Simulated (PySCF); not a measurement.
PySCF 2.14 output of an unrestricted B97-3 calculation on a single atom or ion in x2c-TZVPPall with one added diffuse shell each of s, p, d, f type (12s8p8d4f1g, 113 functions), with scalar relativity by spin-free X2C-1e:

```
SCF conv_tol = 1e-09
number electrons alpha = 39  beta = 34
    T. W. Keal and D. J. Tozer.,  J. Chem. Phys. 123, 121103 (2005)
cycle= 1 E= -15604.6333260269  delta_E= -0.0205  |g|= 0.196  |ddm|= 0.369
cycle= 2 E= -15604.6325457807  delta_E= 0.00078  |g|= 0.203  |ddm|= 0.195
cycle= 3 E= -15604.6365441339  delta_E= -0.004  |g|= 0.0109  |ddm|= 0.103
cycle= 4 E= -15604.6365711922  delta_E= -2.71e-05  |g|= 0.000905  |ddm|= 0.0174
cycle= 5 E= -15604.6365720867  delta_E= -8.94e-07  |g|= 0.00017  |ddm|= 0.00316
cycle= 6 E= -15604.6365722154  delta_E= -1.29e-07  |g|= 5.59e-05  |ddm|= 0.00126
cycle= 7 E= -15604.6365722355  delta_E= -2.01e-08  |g|= 1.49e-05  |ddm|= 0.000567
cycle= 8 E= -15604.6365722366  delta_E= -1.1e-09  |g|= 4.6e-06  |ddm|= 0.000154
cycle= 9 E= -15604.6365722366  delta_E= -2.36e-11  |g|= 6.86e-07  |ddm|= 1.3e-05
converged SCF energy = -15604.6365722366  <S^2> = 8.7515201  2S+1 = 6.0005067
```

The run itself started from symmetry-adapted Hartree-Fock orbitals and held the occupation by maximum overlap, on a logarithmic radial grid, so the iterations belong to that start.

Question: Which element, charge and spin multiplicity is this?

Answer: Ta (tantalum, neutral), multiplicity 6; the state was [Xe] 4f14 5d3 6s1 6p1, one real determinant (an excited configuration).

⟨L²⟩ = 14.02 against 20 for a pure G term, so this real determinant mixes terms. Spin-orbit coupling, absent here, splits the open shell strongly.
